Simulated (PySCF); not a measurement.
## A small calculation by hand: chemical shift, span and skew from a shielding tensor

FH₆NOSi₂, SMILES O[SiH2]N[SiH2]F. Atoms are numbered in the order given.

```xyz
11

O     -2.1435     1.1708    -0.5459
Si    -1.5434    -0.0552     0.4090
N     -0.1041    -0.8065    -0.2380
Si     1.5389    -0.5526     0.2216
F      2.1745     0.7574    -0.5192
H     -1.5551     1.9147    -0.7240
H     -1.1431     0.4318     1.7582
H     -2.6497    -1.0390     0.4668
H     -0.2382    -1.3379    -1.0980
H      1.5996    -0.2815     1.6767
H      2.3561    -1.7158    -0.2030
```
Charge 0, spin multiplicity 1.

Coordinates come from a B3LYP-D3(BJ)/def2-SVP optimisation. The structure was generated by enumeration, and PubChem lists no compound with its InChIKey, so it may never have been made. Other conformers were not sampled.

GIAO shieldings from B3LYP/pcSseg-1 run with PySCF, non-relativistic, no solvent. The symmetric part of the tensor of F5 has the principal values 251.6, 331.9, 398.3 ppm. The same nucleus in CFCl3 has σ = 161.7 ppm at this level (PySCF, at its B3LYP-D3(BJ)/def2-TZVP geometry).

Work out the isotropic shielding, the ¹⁹F shift against CFCl3, the span and the skew.


σ(iso) = (σ11 + σ22 + σ33)/3 = 327.3 ppm. δ = σ(ref) − σ(iso) = 161.7 − (327.3) = -165.6 ppm.
Span Ω = σ33 − σ11 = 146.7 ppm. Skew κ = 3(σ(iso) − σ22)/Ω = -0.09. Tumbling in solution averages the tensor to δ; in a static solid the shielding alone would spread this spin-1/2 line over Ω.
